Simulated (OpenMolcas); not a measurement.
## Co3+: moving or changing the point charges

Co3+ among 4 point charges of -2 e arranged as a tetrahedron (Td), 1.9 Å from the ion.

* Program: OpenMolcas
* Method: SS-CASPT2, IPEA 0.25 Eh, imaginary shift 0.1 Eh (closed shells correlated: 3s 3p)
* Basis: ANO-RCC-VDZP [5s4p2d1f]
* Scalar Hamiltonian: DKH2, point nucleus
* Active space: 6 electrons in 5 orbitals (3d)
* State averaging: 2S+1 = 5 even, 5 roots; 2S+1 = 3 even, 45 roots; 2S+1 = 1 even, 50 roots
* Spin-orbit coupling: state interaction with AMFI integrals over the reference wave functions

Runs around this geometry, states (labels of Td). Energies in cm-1 above the lowest state or level, χT in cm3 K/mol.

| R (Å) | q (e) | Ground state | First state of that spin | First gap with spin-orbit (degeneracies) | χT at 300 K | First state of another spin |
| --- | --- | --- | --- | --- | --- | --- |
| 1.9 | -1 | 5E | 5T2 1100 | 47 (1, 3) | 4.764 | 3T1 24090 |
| 1.75 | -2 | 5E | 5T2 2610 | 41 (1, 3) | 3.890 | 3T1 24170 |
| 1.9 | -2 | 5E | 5T2 1910 | 46 (1, 3) | 4.181 | 3T1 24440 |
| 2.06 | -2 | 5E | 5T2 1370 | 48 (1, 3) | 4.533 | 3T1 24300 |

Taking the first state of the same spin as R^-n, n = -ln(1370 / 2610) / ln(2.06 / 1.75) = 4.0 between the shortest and longest distance.

Scaling the charges by -1 / -2 = 0.50 scales the first state of the same spin by 1100 / 1910 = 0.58; with fixed orbitals a first-order splitting would follow the charge.

Roots that are degenerate in the reference are averaged as groups; the widest CASPT2 spread within a group is 390 cm-1 (the 3-fold group of multiplicity 3 near 62900 cm-1 above the lowest state of its run, R = 2.06, q = -2). Shifts and gaps below about the spread of the groups concerned are not significant. An orbital doublet at a regular site is open to a Jahn-Teller distortion, which this geometry leaves out. The ground term spreads over less than 5000 cm-1, several times less than with real ligands, so orbital moments are less quenched and χT lies further from the spin-only value than at real sites. Free-ion shares, where given, are those of the reference states; single-state CASPT2 does not remix them. This is an electrostatic model: the charges have no orbitals. No measured value stands beside these numbers.
